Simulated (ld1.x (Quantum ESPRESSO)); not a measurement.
## Al: one change to an RRKJ potential, before and after

* Element: Al
* Generator: ld1.x (Quantum ESPRESSO) 7.5
* Type: norm-conserving RRKJ (Kleinman–Bylander form)
* Functional: PW91
* Relativity: scalar-relativistic
* Frozen core: [Ne]
* Valence charge: 3
* Reference configuration: 3s2 3p0.5 (charge +0.5)
* Partial waves: 3s (bound): rc 1.90 bohr; 3p (bound): rc 1.65 bohr
* Local potential: all-electron potential smoothed inside 1.75 bohr (lloc = -1)
* Core correction: a·sin(br)/r model core inside 1.35 bohr
* rho0: 0.005

Change: all radii but the core radius scaled by about 1.22 (s 2.32, p 2.02 bohr); local potential all-electron potential smoothed inside 2.14 bohr (lloc = -1).

Cutoffs: the cutoffs (Ry, on a coarse ladder) from which the occupation-weighted sum of valence levels, in a spherical-Bessel basis at the reference potential, stays within 10 and 1 mRy of its value at 400 Ry; they do not see the model core or the augmentation charge, which bear on the density cutoff. Errors are all-electron minus pseudo energies relative to the spin-unpolarised reference configuration.

Question: Predict the effect on cutoff, ghosts and configuration errors.

Answer: The potential gets softer (15 Ry and 40 Ry → 10 Ry and 30 Ry); of the 7 tests that both files solve, the error grows in 0 and shrinks in 3 by more than 15 % and 0.3 meV (median size 2.7 → 2.0 meV); neither file shows a bound ghost. A larger radius leaves more room for a smooth pseudo-wave, so fewer plane waves are needed. That the errors move this way runs against the usual rule that smaller radii transfer better.

```csv
quantity,base,changed
"cutoff, loose",15 Ry,10 Ry
"cutoff, tight",40 Ry,30 Ry
loose cutoff by channel (10 mRy a level),"s 10 Ry, p 18 Ry","s 8 Ry, p 6 Ry"
bound ghosts,none,none
"error for 3s2 3p1, meV [ΔE -2.10 eV]",+0.5,+0.4
"error for 3s2 3p0, meV [ΔE 3.70 eV]",+0.6,+0.7
"error for 3s1 3p0, meV [ΔE 22.98 eV]",+19,+21
"error for 3s1 3p2, meV [ΔE 3.05 eV]",+2.7,-2.0
"error for 3s0 3p3, meV [ΔE 8.37 eV]",+13,-5.7
"error for 3s2 3p1.3, meV [ΔE -2.69 eV]",+1.0,+0.8
"error for 3s1 3p1, meV [ΔE 9.51 eV]",+6.2,+2.5
```
